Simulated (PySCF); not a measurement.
# Removing the step error of a finite difference

System: C$_{3}$H$_{9}$FMgSi, singlet, geometry from GFN2-xTB (such geometries of metal compounds can be far from the true shape), atoms displaced at random by about 0.08 Å a coordinate. Level: PySCF with B3LYP/STO-3G, gradient. Sums are taken with unrounded values, so a last digit can differ.

Central differences of the energy along y of atom 12 gave a gradient component of -0.063274 Eh/bohr at step 0.05 and -0.061475 Eh/bohr at step 0.2 (atomic units).

Question: Extrapolate to zero step.

Answer: The leading error of a symmetric difference goes as h², so A(h) = A0 + c h². Then c = (-0.061475 - (-0.063274))/(0.2² - 0.05²) = 0.0480 (atomic units) and A0 = -0.063274 - c × 0.05² = -0.063394 Eh/bohr. The analytic value from the same program and level (with grid response) is -0.063394 Eh/bohr: the smaller step missed it by 0.000120, the extrapolation by 0.000000.
